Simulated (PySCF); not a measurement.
Static response to an electric field

Species: C₃H₁₃NSi₂.
Numbering: `[NH2:1][CH2:2][CH2:3][CH:4]([SiH3:5])[SiH3:6]` (hydrogens: H7, H8 on N1; H9, H10 on C2; H11, H12 on C3; H13 on C4; H14, H15, H16 on Si5; H17, H18, H19 on Si6)

Geometry (GFN2-xTB, Å), atoms numbered from 1 in this order:
```xyz
19
C3H13NSi2 angstrom
N      1.8708    0.5755    0.0506
C      1.3898   -0.7024    0.5443
C      0.3382   -1.2162   -0.4294
C     -0.8451   -0.2568   -0.5165
Si    -1.9744   -0.3387    1.0087
Si    -0.3249    1.5366   -0.9259
H      2.3800    1.0898    0.7593
H      2.4783    0.4429   -0.7496
H      0.9283   -0.5417    1.5208
H      2.1955   -1.4443    0.6651
H      0.0128   -2.2124   -0.1157
H      0.8039   -1.3163   -1.4153
H     -1.4554   -0.5873   -1.3637
H     -2.1765   -1.7430    1.3950
H     -1.4025    0.3621    2.1632
H     -3.2733    0.2563    0.6955
H     -1.5752    2.1251   -1.4623
H      0.0078    2.3816    0.2168
H      0.6123    1.5983   -2.0484
```

Level: PBE0/def2-SVPD (PySCF), static field, nuclei fixed, core orbitals frozen in the response. The polarisability tensor in these axes (au):

```
x   107.01  -0.53  -3.94
y    -0.53 100.15  -7.39
z    -3.94  -7.39  94.02
```

Give the principal values, the mean and the anisotropy Δα = √{½[(α1 − α2)² + (α2 − α3)² + (α1 − α3)²]}.

Principal values 88.39, 104.24 and 108.55 au; mean 100.39 au = 14.88 Å³ = 16.55 × 10⁻⁴⁰ C²·m²/J; Δα = 18.39 au (18 % of the mean).

What is the dipole moment, and where does it point?

(2.81, -1.54, 0.44) D, 3.23 D in size, pointing from the negative to the positive side. Measured along this direction, the outermost atoms are H16 at the negative end and H10 at the positive end.

Find the Langevin capture rate constant for NO+ (29.998 u) meeting this molecule (119.059 u), k = 2.342 × 10⁻⁹ cm³/s × √(α in Å³ / reduced mass in u).

The reduced mass is 23.96 u, so k = 1.85 × 10⁻⁹ cm³/s. The formula leaves out the permanent dipole, which adds to the capture rate.

Along which axes do the principal values lie, and how far do the nuclei extend along each?

Largest value along (0.88, 0.28, -0.38), where the nuclei span 5.67 Å; middle along (-0.43, 0.80, -0.41), 5.37 Å; least along (0.19, 0.53, 0.83), 3.43 Å. The response follows the extents in order.

What would n − 1 = 2πNα be for an ideal gas of these molecules at 298.15 K and 1 atm, electronic part alone?

N = p/kT = 2.4615 × 10¹⁹ cm⁻³, so n − 1 = 2π × N × 14.88 × 10⁻²⁴ cm³ = 2301 × 10⁻⁶ at long wavelengths, for an ideal gas.

Isolated species at its GFN2-xTB geometry (one conformer only).
